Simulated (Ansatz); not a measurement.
Relaxation of GeH₇NO (10 atoms, charge 0, multiplicity 1), to a largest force component of 0.03 eV/Å in at most 50 steps.

Theory: Ansatz, RKS PBE0-D4/def2-SVPD.

```xyz
10
Properties=species:S:1:pos:R:3:forces:R:3
Ge -0.118 0.113 0.068 -0.19 0.31 -0.55
O -0.222 0.165 1.847 -0.03 -0.08 0.41
H -1.109 0.307 2.190 0.05 0.02 -0.01
H 1.362 0.297 -0.275 -0.01 0.00 0.00
H -0.951 1.298 -0.469 0.01 -0.01 -0.01
H -0.700 -1.197 -0.490 0.01 0.01 0.01
N 1.495 -2.301 1.221 -0.12 0.24 0.64
H 0.781 -2.672 0.606 0.03 0.01 0.00
H 2.207 -1.835 0.669 -0.04 -0.02 0.02
H 1.067 -1.626 1.877 0.30 -0.48 -0.52
```

Q: Where does it end, and by what steps?

A: The forces met the threshold. The force dipped under the threshold on the way, but the program's further checks kept it going. After 37 steps the energy has fallen by 0.112 eV; H6 moved furthest, 1.83 Å.

```csv
step,energy less start (eV),largest force component (eV/Å),accepted
0,0.0000,0.640,yes
2,-0.0800,0.383,yes
4,-0.0928,0.090,yes
6,-0.0948,0.288,no
8,-0.0968,0.059,yes
10,-0.0987,0.060,yes
12,-0.1001,0.170,yes
14,-0.1013,0.046,yes
16,-0.1020,0.048,yes
18,-0.1027,0.064,yes
20,-0.1037,0.033,yes
22,-0.1044,0.056,yes
24,-0.1052,0.073,yes
26,-0.1065,0.030,yes
28,-0.1072,0.042,yes
30,-0.1083,0.090,yes
32,-0.1096,0.113,yes
34,-0.1111,0.054,yes
36,-0.1119,0.035,yes
37,-0.1122,0.022,yes
```

```xyz
10
Properties=species:S:1:pos:R:3
Ge -0.612 0.675 -0.331
O -0.149 -0.351 1.070
H -0.785 -0.370 1.790
H 0.597 0.574 -1.264
H -0.850 2.117 0.151
H -1.887 0.106 -0.980
N 1.770 -2.636 1.950
H 1.776 -3.384 1.262
H 2.729 -2.313 2.039
H 1.225 -1.868 1.559
```

Whether the end is a true minimum wasn't checked by a vibrational analysis.

Run time: 76 s on 4 threads of Intel(R) Xeon(R) CPU @ 2.60GHz (Ice Lake), on a shared host, peak memory 0.41 GiB.
